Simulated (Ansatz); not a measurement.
A structure relaxed at PBE0-D4/def2-TZVP, charge 0, multiplicity 1:

```json
{"atom": "F1", "x (Å)": "-0.926", "y (Å)": "-2.072", "z (Å)": "0.553"}
{"atom": "B2", "x (Å)": "0.119", "y (Å)": "-1.310", "z (Å)": "0.305"}
{"atom": "F3", "x (Å)": "1.300", "y (Å)": "-1.889", "z (Å)": "0.369"}
{"atom": "Sn4", "x (Å)": "-0.091", "y (Å)": "0.888", "z (Å)": "-0.206"}
{"atom": "H5", "x (Å)": "-1.729", "y (Å)": "1.355", "z (Å)": "-0.217"}
{"atom": "H6", "x (Å)": "0.581", "y (Å)": "1.194", "z (Å)": "-1.743"}
{"atom": "H7", "x (Å)": "0.747", "y (Å)": "1.834", "z (Å)": "0.938"}
```

(1) Give its formula and SMILES.

(2) Point group (tolerance 0.08 Å, 0.16 Å for H)?

(3) Summarise the bond lengths by kind.

Answers

(1) BF2H3Sn, `F[B](F)[SnH3]`.

(2) Cs.

(3) 2 × B–F 1.317 to 1.318 Å; 1 × B–Sn 2.266 Å; 3 × H–Sn 1.704 to 1.705 Å.

Computed with Ansatz.
